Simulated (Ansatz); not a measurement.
System: C₂H₅Si, charge 0, doublet. C2H5Si (SMILES [CH]=C[SiH3], doublet).
B3LYP-D3(BJ)/def2-TZVP minimum from Ansatz (a program for electronic structure):
```
C
C 1 1.3030
H 2 1.0808 1 136.92
H 1 1.0912 2 120.22 3 -180.00
Si 1 1.8789 4 117.95 2 -180.00
H 5 1.4795 1 108.96 4 180.00
H 5 1.4829 6 109.64 1 120.70
H 5 1.4829 6 109.64 7 118.61
```
Charge 0, spin multiplicity 2.

Quantity: atomisation energy (electronic, to ground-state atoms), in kJ/mol. Open shells are spin-unrestricted; no spin-orbit coupling. CBS(X,Y): correlation extrapolated as X^-3, Hartree-Fock from the larger set. A bracket is a step between two methods taken in the basis named. Functionals run without relativity, which enters their misses. 'core' is core correlation in cc-pwCVTZ (1s frozen past Ne), 'X2C' scalar relativity in cc-pVTZ-DK, both at CCSD(T). For partners of very few electrons the exact lower level stands in for a higher one. The UHF reference of C2H5Si ([CH]=C[SiH3], doublet) is spin-contaminated (<S^2> up to 0.17 over the pure value in the sets run).

CCSD(T)/CBS(cc-pV(T+d)Z,cc-pV(Q+d)Z) + [CCSDT(Q) - CCSD(T)]/cc-pV(D+d)Z + core + X2C (Ansatz) gives 2760.7 kJ/mol.

Question: How far off this value is PBE/def2-TZVPD (Ansatz), in which direction, and how far these levels: B3LYP/def2-TZVPD, PBE0/def2-TZVPD, wB97M-V/def2-TZVPD, CCSD(T)/CBS(cc-pV(T+d)Z,cc-pV(Q+d)Z) + core + X2C?

Answer: PBE gives 2780.4 kJ/mol, 19.7 kJ/mol above it. Differences of the others: B3LYP/def2-TZVPD (Ansatz) -15.0; PBE0/def2-TZVPD (Ansatz) -10.6; wB97M-V/def2-TZVPD (Ansatz) -4.6; CCSD(T)/CBS(cc-pV(T+d)Z,cc-pV(Q+d)Z) + core + X2C (Ansatz) -3.7 kJ/mol.
